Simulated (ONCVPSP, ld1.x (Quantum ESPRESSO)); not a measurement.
## Hardness and transferability of assorted potentials

Generated with ld1.x 7.5 (TM, RRKJ, ultrasoft, PAW), atompaw 4.2 or ONCVPSP 4.0.1. The cutoff is in Ry: for ld1.x and atompaw files where the sum of valence levels is converged to 10 mRy in a Bessel basis, for ONCV files where the hardest occupied wave has 1 mHa per electron of residual kinetic energy. The error is the largest all-electron minus pseudo excitation energy over each file’s own four to seven test configurations (ionisations up to +4, promotions, holes and added fractions of an electron), all of which were solved. The labels leave out finer settings (local radius, basis sizes, second energies), which also bear on the numbers. Spin-polarised tests are not counted. The rows are a selection from randomly drawn settings: files with unsolved tests, undetermined cutoffs or missed reference levels are left out.

A true bound ghost makes a file unfit for plane-wave use even where its test errors are small: the radial tests pick states by their node count and pass the ghost by.

```csv
element,potential,cutoff (Ry),largest error (meV),bound ghosts
Al,"ONCV, PW91, non-relativistic, rc 1.95/1.95 (sp), local p, core correction no, reference 3s2 3p1, qcut 3/4.5, projectors 2/0",12,+24,none
S,"ONCV, PBEsol, non-relativistic, rc 0.85/0.90/0.80 (spd), local smoothed, core correction yes, reference 2s2 2p6 3s2 3p4, qcut 12.1/13.3/12.8, projectors 2/2/2",168,+13,none
Cl,"ONCV, PBE, non-relativistic, rc 0.85/0.60/0.95 (spd), local smoothed, core correction yes, reference 2s2 2p6 3s1 3p6, qcut 15.9/20.4/11.3, projectors 2/2/2",364,+35,none
Ga,"ultrasoft, PBE, scalar-relativistic, rc 1.20/1.00/1.05 (spd), local smoothed, core correction no, reference 3s2 3p6 3d10 4s2 4p1",140,-61,none
Mo,"ONCV, PBE, fully relativistic, rc 1.75/1.90/1.75 (spd), local d, core correction yes, reference 4s2 4p6 4d5 5s1, qcut 6.8/7.4/7.8, projectors 2/1/0",39,+6.9,none
Ba,"ONCV, PBE, scalar-relativistic, rc 2.25/3.20/3.10 (spd), local smoothed, core correction yes, reference 5s2 5p6 6s2, qcut 5.3/4.3/3.1, projectors 2/3/2",19,-19,d
Hg,"ONCV, PBE, scalar-relativistic, rc 1.70/1.55/2.10 (spd), local smoothed, core correction yes, reference 5s2 5p6 5d10 6s2, qcut 7.5/10.2/8.2, projectors 3/2/2",62,-156,none
```

Q: Fill in the row for Rb: ONCV, LDA (Perdew-Wang 92), scalar-relativistic, rc 3.45/2.20/3.60 (spd), local smoothed, core correction yes, reference 4p6 5s0.75, qcut 2/7.3/2.5, projectors 2/1/1.

A: cutoff 18 Ry, largest error +3.7 meV, bound ghosts: none.
